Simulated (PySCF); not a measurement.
## Computed properties of H7NO2Si2, SMILES O[Si@@H](N)O[SiH3]

H7NO2Si2, SMILES N[Si@H](O)O[SiH3]. Geometry: PBE0-D3(BJ)/def2-SVP. The structure was generated by enumeration; whether it is a known compound was not checked. The values are those of a single conformer. All values are computed for the isolated molecule unless a solvent is named; none is compared with measurement here.

**Structure.** All 30 harmonic modes at PBE0-D3(BJ)/def2-SVP (PySCF) are real, so it is a minimum. With heavy atoms numbered as in [NH2:1][Si@H:2]([OH:3])[O:4][SiH3:5], the shortest bond between them is Si2–O4 at 1.655 Å and the longest N1–Si2 at 1.714 Å.

**Vibrations.** The strongest infrared lines (harmonic, unscaled, degenerate partners summed) lie at 1085 cm⁻¹ (408 km/mol, O 70 %, Si 18 %, H 11 %), 998 cm⁻¹ (311 km/mol, H 76 %, Si 17 %), 967 cm⁻¹ (297 km/mol, H 47 %, Si 32 %, O 12 %, N 9 %). The softest mode is at 40 cm⁻¹ and the zero-point energy is 50.2 kcal/mol.

**Electronic structure.** ωB97X/def2-TZVP (PySCF) places the frontier levels at -10.39 and 2.39 eV, a gap of 12.78 eV, and gives a dipole moment of 2.23 D and a mean polarisability of 61.8 bohr³. PBE/def2-TZVP (PySCF) at the same geometry gives -6.40 and -0.48 eV, so its gap is 6.86 eV narrower. An orbital gap is neither the optical nor the fundamental gap.

**Excitations.** TDDFT-ωB97X/def2-SVPD (PySCF) has S1 at 7.39 eV (168 nm, f = 0.066, bright); the most intense of the 10 singlets computed lies at 9.15 eV (f = 0.08). T1 (TDA) is at 7.15 eV. TDDFT-PBE/def2-SVPD (PySCF) puts S1 at 5.89 eV. No vertical singlet excitation falls in the visible range (under 3.1 eV).

**NMR.** GIAO shifts at PBE0/pcSseg-1 (PySCF) (non-relativistic, atoms alike by connectivity averaged): ¹H from 1.2 to 5.3 ppm against TMS; ²⁹Si from -42.9 to -39.5 ppm against TMS.

**Solvation.** SMD-B3LYP/6-31G* (PySCF) gives -4.8 kcal/mol in water, -2.8 kcal/mol in toluene, -5.2 kcal/mol in dichloromethane (1 M in both phases, gas-phase geometry).
